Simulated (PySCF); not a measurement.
C3H, SMILES [C][C][CH+] (connectivity only; charge and spin as stated), charge +1, multiplicity 1. Coordinates come from a PBE0-D3(BJ)/def2-TZVP optimisation.

The numbers are results of PBE0-D3(BJ)/def2-TZVP (PySCF), not measurements.

Harmonic wavenumbers (cm⁻¹): 147, 147, 846, 846, 1212, 2194, 3315. Rotational constants (GHz): 11.22 (linear); symmetry number 1.

Problem. Work out the zero-point energy and the ideal-gas rigid-rotor harmonic-oscillator thermochemistry at 298.15 K and 1 atm.

Solution. ZPE = ½ Σ hcν = ½ × 8706 cm⁻¹ = 12.45 kcal/mol. H − E(el) = 15.43 kcal/mol. Entropy in cal/(mol K): translation 36.76, rotation 14.54, vibration 5.82, total 57.11. G − E(el) = -1.60 kcal/mol. Cp = 12.13 cal/(mol K). Modes under 150 cm⁻¹ make the vibrational entropy uncertain.
